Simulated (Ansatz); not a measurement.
`C[CH](C)[Cd][NH2]` → `[CH2]` (triplet) + `C[CH2][Cd][NH2]`  (formal loss of a carbene)

Gas-phase electronic energies from Ansatz, PBE0-D4/def2-TZVP geometries. CCSD(T)/CBS is the MP2 limit (def2-TZVPP, def2-QZVPP) plus CCSD(T) − MP2 in def2-TZVPP, frozen cores. This one scheme is used for every species. Functionals use def2-TZVPP. Triplets are unrestricted, without spin–orbit coupling. def2 core potentials past Kr. For Cd outer-core shells are correlated without core-valence functions, which leaves a few kJ/mol of doubt a bond. Each species was taken in one conformer, which may not be the lowest.

`C[CH](C)[Cd][NH2]`:

Cartesian coordinates in Å:
```
C 0.084 1.460 -1.057
C -0.579 0.504 -0.073
C -1.571 -0.409 -0.781
Cd 0.850 -0.596 1.052
N 2.268 -1.702 1.979
H -0.672 2.042 -1.602
H 0.749 2.174 -0.564
H 0.675 0.928 -1.809
H -1.126 1.098 0.667
H -1.080 -1.053 -1.517
H -2.113 -1.058 -0.088
H -2.320 0.181 -1.328
H 2.933 -1.159 2.517
H 1.901 -2.409 2.604
```

`[CH2]` (triplet):

Cartesian coordinates in Å:
```
C -0.225 0.160 -0.011
H 0.559 0.590 0.593
H -0.334 -0.750 -0.582
```

`C[CH2][Cd][NH2]`:

```xyz
11

C     0.690    1.302    1.234
C     0.070   -0.089    1.160
Cd   -0.363   -0.768   -0.791
N    -0.619   -1.435   -2.682
H     0.035    2.068    0.810
H     0.895    1.596    2.270
H     1.639    1.359    0.693
H    -0.862   -0.123    1.731
H     0.736   -0.828    1.616
H    -1.135   -2.305   -2.748
H    -1.087   -0.777   -3.294
```

Is it downhill or uphill in electronic energy at CCSD(T)/CBS, and by how much? (Estimate.)

Ansatz gave: Uphill: ΔE = +4.44 eV.

What do these levels give: ωB97M-V, PBE, CCSD/def2-SVP, CCSD(T)/def2-SVP, HF/def2-TZVPP, HF/CBS(def2)? (Estimate.)

The calculation gave: ωB97M-V 4.45, PBE 4.42, CCSD/def2-SVP 4.21, CCSD(T)/def2-SVP 4.31, HF/def2-TZVPP 2.84, HF/CBS(def2) 2.84 eV.

Largest T1 diagnostic among the species: 0.013.

Leaving LDA and LC-ωPBE aside and taking each functional with its dispersion term where it has one, the values, not all of them listed here, spread over 0.38 eV, from r2SCAN0-D4 to ωB97X-V. LDA lies +0.79 eV from PBE without D4. In def2-TZVPP, CCSD(T) changes the Hartree–Fock value by +1.49 eV (the triples alone add +0.13 eV) and MP2 by +1.64 eV.
